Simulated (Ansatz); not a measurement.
Reaction (ligand exchange at the Si–C bond): `[SiH3]CC=[Se]` + `[SiH3]OCS` → `[SiH3]OCS[SiH3]` + `CC=[Se]`

Gas-phase electronic energies from Ansatz, PBE0-D4/def2-TZVP geometries. CBS: MP2 limit from def2 TZ/QZ plus the TZ coupled-cluster correction, frozen cores. Functionals use def2-TZVPP. B3LYP here is the variant with VWN-RPA as its local correlation; programs differ in this. For Se outer-core shells are correlated without core-valence functions, which leaves a few kJ/mol of doubt a bond. Scalar relativity is left out up to krypton. One conformer a species, not always the lowest.

`[SiH3]CC=[Se]`:

Z-matrix (Å, degrees):
```
Si
C 1 1.905
H 1 1.482 2 109.0
H 1 1.486 2 108.7 3 120.4
H 1 1.485 2 109.4 3 -120.2
C 2 1.465 1 108.7 3 65.3
H 2 1.092 1 107.0 3 -56.1
H 2 1.095 1 106.5 3 -174.1
Se 6 1.759 2 126.4 1 -95.6
H 6 1.091 2 115.4 1 81.2
```

`[SiH3]OCS`:

Cartesian coordinates in Å:
```
Si -1.029 -1.277 -0.228
O -0.538 0.292 -0.103
C 0.813 0.659 -0.064
S 1.028 2.439 0.068
H -2.507 -1.251 -0.211
H -0.505 -2.080 0.912
H -0.528 -1.885 -1.492
H 1.327 0.386 -0.993
H 1.327 0.171 0.770
H 0.613 2.545 1.341
```

`[SiH3]OCS[SiH3]`:

```xyz
13

Si    0.787   -1.806    1.042
O    -0.369   -0.809    0.412
C    -0.489   -0.559   -0.959
S    -1.582    0.850   -1.283
Si   -0.500    2.324   -0.179
H     0.653   -1.706    2.512
H     0.580   -3.208    0.591
H     2.138   -1.364    0.598
H    -0.947   -1.406   -1.479
H     0.490   -0.354   -1.409
H    -0.701    2.215    1.286
H    -1.010    3.636   -0.649
H     0.949    2.187   -0.484
```

`CC=[Se]`:

Cartesian coordinates in Å:
```
C 0.606 0.180 0.265
C -0.730 -0.236 -0.210
Se -1.312 -0.174 -1.861
H 1.104 -0.663 0.760
H 0.502 0.958 1.032
H 1.233 0.549 -0.546
H -1.403 -0.615 0.560
```

```csv
species,B3LYP-D4 energy (Eh)
`[SiH3]CC=[Se]`,-2770.95275
`[SiH3]OCS`,-804.76854
`[SiH3]OCS[SiH3]`,-1095.52098
`CC=[Se]`,-2480.22045
```

(1) Work out ΔE.

Largest T1 diagnostic among the species: 0.016.

Results:

(1) ΔE = (-1095.52098) + (-2480.22045) − (-2770.95275) − (-804.76854) = -0.02014 Eh = -52.9 kJ/mol. CCSD(T)/CBS gives -53.8 kJ/mol.
